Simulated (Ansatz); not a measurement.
Worked example: the barrier

An elementary step of BH$_{4}$O$_{3}$F, closed shell (BH₃O₃ ([OH][B]([OH])[OH]) + HF → BH₂O₂F ([OH][B]([OH])[F]) + H₂O; bonds formed: B1–F6, O2–H5; bonds broken: B1–O2, H5–F6). “Start” is the structure reached by relaxing down from the saddle towards the reactants; PBE0-D4/def2-TZVP structures. The saddle:

```xyz
9
angstrom
B -0.2288 -0.0834 -0.1001
O 1.2046 0.4169 -0.3087
O -0.5343 -1.3604 -0.4877
O -1.1285 0.9325 -0.2948
H 1.1305 0.3018 0.8569
F 0.2770 -0.1372 1.5547
H 1.1881 1.3376 -0.5931
H 0.1172 -2.0167 -0.2372
H -2.0259 0.6089 -0.3899
```

Computed with Ansatz 0.2.0 (basis: def2-TZVPP and def2-QZVPP); correlated methods freeze the cores.

Energies in eV:

| quantity | saddle | start |
| --- | --- | --- |
| Hartree–Fock, triple zeta (X = 3) | -9559.98704 | -9561.77671 |
| Hartree–Fock, quadruple zeta (X = 4) | -9560.42029 | -9562.22822 |
| MP2 correlation, X = 3 | -30.14382 | -29.65629 |
| MP2 correlation, X = 4 | -32.64042 | -32.17157 |
| CCSD(T) correlation, X = 3 | -31.38820 | -30.92961 |

(1) Work out the barrier at the basis limit: extrapolate Hartree–Fock as E(X) = E∞ + A exp(−7.88 √X) and the MP2 correlation as E(X) = E∞ + B X^−2.97 (the exponents that Neese and Valeev fitted for def2-TZVPP and QZVPP), then add CCSD(T) − MP2 in triple zeta.

No T1 diagnostic of these runs exceeds 0.012.

Results:

(1) Each step is linear, so take the differences first (saddle − start): Hartree–Fock 1.78967 (X = 3) and 1.80793 (X = 4); MP2 correlation -0.48753 and -0.46885; CCSD(T) correlation -0.45859.
Two points give E∞ = E(4) + w [E(4) − E(3)], with w = 1/(exp(7.88 (2 − √3)) − 1) = 0.1377 for Hartree–Fock and w = 1/((4/3)^2.97 − 1) = 0.7407 for the correlation.
Hartree–Fock: 1.80793 + 0.1377 × 0.01826 = 1.8104 eV.
MP2 correlation: -0.46885 + 0.7407 × 0.01868 = -0.4550 eV.
CCSD(T) − MP2: -0.45859 − (-0.48753) = 0.0289 eV.
Sum: 1.8104 + (-0.4550) + 0.0289 = 1.3843 eV, or 31.92 kcal/mol. Plain CCSD(T) in triple zeta gives 1.3311 eV, so the larger basis shifts the result by 0.0532 eV.

Steps of this kind, hydrogen fluoride cutting a network bond, underlie vapour etching and the fluorination step of atomic layer etching.

Labels in which every atom is bracketed show which atoms are joined, not bond orders.

For scale, one of the runs: CCSD(T)/def2-TZVPP, 211 basis functions, launched by `ansatz run in.yaml --threads 4 --pin off --events-out ev --progress --plain --max-ram 9574MiB`. The run took 110 s on 4 CPU threads of an Arm Neoverse V1 (shared host), with 3.4 GiB of host memory at its peak.
